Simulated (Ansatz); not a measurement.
The cluster RuO2 (the lowest singlet isomer of a short search) was relaxed with B3LYP-D4 (def2-TZVP) in Ansatz in these states: neutral quintet, neutral triplet. The geometries follow in no particular order.

In the def2 sets Ru takes a core potential; there is no spin–orbit coupling.

A:

Cartesian coordinates in Å:
```
Ru 0.290 0.244 0.094
O -0.900 1.054 -0.769
O 0.610 -1.298 0.674
```

B:

```xyz
3

Ru   -0.6101    0.0203    0.0613
O     0.2520   -1.4555   -0.0805
O     0.3581    1.4352    0.0192
```

Task: Judge from the bond lengths which geometry belongs to which state (an estimate).

Result: A is the neutral triplet (Ru1–O2 1.678 Å, Ru1–O3 1.678 Å); B is the neutral quintet (Ru1–O2 1.715 Å, Ru1–O3 1.715 Å).

At PBE0-D4/def2-TZVP a broken-symmetry singlet lies 0.26 eV below the neutral triplet. At PBE0-D4/def2-TZVP a broken-symmetry singlet lies 0.66 eV below the neutral quintet. These are the stationary points nearest to one start from a short search; other shapes may lie lower in each state.
